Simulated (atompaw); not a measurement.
# Plane-wave convergence, PAW (atompaw) potential for Mg (Z = 12)

```
Element                 : magnesium
Generator               : atompaw 4.2.0.5
Type                    : PAW
Functional              : PBE
Relativity              : non-relativistic
Frozen core             : [Ne]
Valence charge          : 2
Reference configuration : 3s0.5 3p0 (charge +1.5)
Partial waves           : 3s (bound): rc 3.00 bohr; 3s channel at -0.55 Ry: rc 2.60 bohr; 3p (bound, empty): rc 3.00 bohr; 3p channel at 3.6 Ry: rc 3.00 bohr; 3d channel at 0.3 Ry: rc 3.00 bohr; 3d channel at 1.05 Ry: rc 3.00 bohr
Local potential         : bessel scheme, radius 2.65 bohr
Core correction         : smooth core density matched at 1.70 bohr
Augmentation charge     : sinc compensation charge, radius 2.45 bohr; PAW radius 3.00 bohr; waves and projectors: modrrkj vanderbiltortho
```

The pseudo-atom Hamiltonian at the reference potential is diagonalised in spherical Bessel functions j_l(qr) that vanish at 20 bohr, with q² up to the cutoff. All-electron valence levels (Ry): 3s -1.1015, 3p -0.7524.

Task: How do the lowest levels (Ry) of each channel move with the cutoff, and are there ghosts?

Result:

```csv
cutoff (Ry),s #1,p #1,d #1,d #2,f #1,f #2,Σ f·Δε (mRy)
8,-1.1015,-0.7524,-0.3695,-0.1704,-0.1584,-0.0574,0.0
10,-1.1015,-0.7524,-0.3718,-0.1710,-0.1584,-0.0574,0.0
400,-1.1015,-0.7524,-0.3867,-0.1740,-0.1584,-0.0574,0.0
```

Result: no extra level below or beside the all-electron valence levels (s, p, d, f tested); 10 mRy is reached at 6 Ry and 1 mRy at 6 Ry.
